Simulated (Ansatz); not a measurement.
`C[B]([SiH3])[GaH2]` + H₂ → `[SiH3][BH][GaH2]` + CH₄ at 400 K and 1 bar (hydrogenolysis of a B–C bond).

Computed with Ansatz on PBE0-D4/def2-TZVP structures; ΔE is electronic, products minus reactants. CBS: MP2 limit from def2 TZ/QZ plus the TZ coupled-cluster correction, frozen cores. This one scheme is used for every species. For Ga outer-core shells are correlated without core-valence functions, which leaves a few kJ/mol of doubt a bond. Scalar relativity is left out up to krypton.

```
             species  CCSD(T)/CBS energy (Eh)  H − E (kJ/mol)  S (J/(mol·K))
`C[B]([SiH3])[GaH2]`              -2280.62864           242.5          430.4
                  H₂                 -1.17544            38.0          139.0
  `[SiH3][BH][GaH2]`              -2241.35179           160.5          376.8
                 CH₄                -40.46206           131.3          197.2
```

H − E and S are ideal-gas, rigid-rotor, harmonic terms from PBE0-D4/def2-TZVP, for one conformer and one mirror image of each species. For small species the MP2-based limit differs from directly extrapolated CCSD(T) by up to some mEh (0.8 for H₂); such offsets cancel only in part. 1 Eh = 2625.50 kJ/mol, R = 8.31446 J/(mol·K).

Q: By hand: ΔE, ΔH, ΔS and ΔG.

A: ΔE = (-2241.35179) + (-40.46206) − (-2280.62864) − (-1.17544) = -0.00977 Eh = -25.7 kJ/mol. Δ(H − E) = 160.5 + 131.3 − 242.5 − 38.0 = 11.3, so ΔH = -14.4 kJ/mol. ΔS = 376.8 + 197.2 − 430.4 − 139.0 = 4.6 J/(mol·K). ΔG = -14.4 − 400 × (4.6)/1000 = -16.2 kJ/mol.

Q: By hand: the equilibrium constant, and the temperature at which ΔG would vanish if ΔH and ΔS stayed fixed.

A: log₁₀ K = −ΔG/(RT ln 10) = 2.1. ΔH and −TΔS have one sign here, so there is no such temperature. One of them is within its doubt of zero, so this could turn.

The number of gas molecules stays the same, so ΔS is small and ΔH decides. A doubt of 5 kJ/mol in ΔE shifts log₁₀ K by 0.7 here. Other conformers and mirror images would add mixing entropy, several J/(mol·K) or more a flexible species. Modes under 60 cm⁻¹, often nearly free rotors, make the harmonic entropy too high. These are equilibria of isolated gas molecules and say nothing of rates. Largest T1 diagnostic: 0.015 (customary marks: 0.02 for closed shells, 0.045 for open ones).
